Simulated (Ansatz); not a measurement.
Start from `[F][Mg][Cl]` and change one element to get `[F][Zn][Cl]`.

Ansatz, PBE0-D4/def2-TZVP geometries, multiplicity 1. 

Scalar relativity is left out up to krypton.

```json
{"property": "ideal-gas entropy at 298 K and 1 bar (rigid rotor, harmonic PBE0-D4/def2-TZVP) / J/(mol·K)", "`[F][Mg][Cl]`": "265"}
{"property": "HOMO energy (PBE0/def2-TZVPP) / eV", "`[F][Mg][Cl]`": "-9.05"}
{"property": "zero-point energy (PBE0-D4/def2-TZVP) / kJ/mol", "`[F][Mg][Cl]`": "8.8"}
{"property": "HOMO–LUMO gap (B3LYP/def2-TZVPP) / eV", "`[F][Mg][Cl]`": "6.65"}
{"property": "HOMO–LUMO gap (PBE0/def2-TZVPP) / eV", "`[F][Mg][Cl]`": "7.26"}
{"property": "LUMO energy (PBE/def2-TZVPP) / eV", "`[F][Mg][Cl]`": "-2.53"}
```

What does the change do to each property? (Estimate.)

The calculation gave: 
```json
{"property": "ideal-gas entropy at 298 K and 1 bar (rigid rotor, harmonic PBE0-D4/def2-TZVP) / J/(mol·K)", "`[F][Zn][Cl]`": "271", "shift": "6"}
{"property": "HOMO energy (PBE0/def2-TZVPP) / eV", "`[F][Zn][Cl]`": "-9.43", "shift": "-0.38"}
{"property": "zero-point energy (PBE0-D4/def2-TZVP) / kJ/mol", "`[F][Zn][Cl]`": "8.3", "shift": "-0.5"}
{"property": "HOMO–LUMO gap (B3LYP/def2-TZVPP) / eV", "`[F][Zn][Cl]`": "6.99", "shift": "0.34"}
{"property": "HOMO–LUMO gap (PBE0/def2-TZVPP) / eV", "`[F][Zn][Cl]`": "7.64", "shift": "0.38"}
{"property": "LUMO energy (PBE/def2-TZVPP) / eV", "`[F][Zn][Cl]`": "-2.75", "shift": "-0.22"}
```

B3LYP here is the variant with VWN-RPA as its local correlation; programs differ in this.
